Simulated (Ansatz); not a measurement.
The cluster Fe2Pt. The state is a quintet with charge 0. Geometry r2SCAN-D4/def2-TZVP; atoms count from 1.

Cartesian coordinates in Å:
```
Fe 1.116 -0.294 -0.605
Fe 0.059 0.973 0.896
Pt -1.174 -0.679 -0.292
```

In the def2 sets Pt takes a core potential; there is no spin–orbit coupling. The charge 0 quintet is spin-contaminated (final ⟨S²⟩ up to 7.96, 6.00 for a pure state). The geometry of the quintet was relaxed on an unsound state (⟨S²⟩ 7.89, where a pure state has 6.00). At PBE0-D4/def2-TZVP a triplet of charge 0 lies 1.43 eV below the quintet, each at its own geometry. That triplet is doubtful there (⟨S²⟩ 5.49, where a pure state has 2.00). The structure comes from a short search, and lower isomers may exist.

Problem. Estimate the Mulliken populations from the PBE0/def2-TZVP orbitals of Ansatz.

Solution. 
```json
{"atom": "Fe1", "charge (e)": "0.19", "spin (α − β)": "-0.71", "d electrons": "6.81"}
{"atom": "Fe2", "charge (e)": "0.18", "spin (α − β)": "4.08", "d electrons": "6.43"}
{"atom": "Pt3", "charge (e)": "-0.37", "spin (α − β)": "0.63", "d electrons": "9.10"}
```
Mulliken values and Mayer orders depend strongly on the basis.

Problem. Where does the spin sit?

Solution. Summed by element: Fe 3.37, Pt 0.63, of 4 unpaired in all. Largest on single atoms: Fe2 4.08, Fe1 -0.71, Pt3 0.63.

Problem. And the Mayer bond orders between bonded heavy atoms (over 0.3)?

Solution. Fe1–Fe2 1.08 (2.23 Å); Fe1–Pt3 1.05 (2.34 Å); Fe2–Pt3 0.84 (2.38 Å).
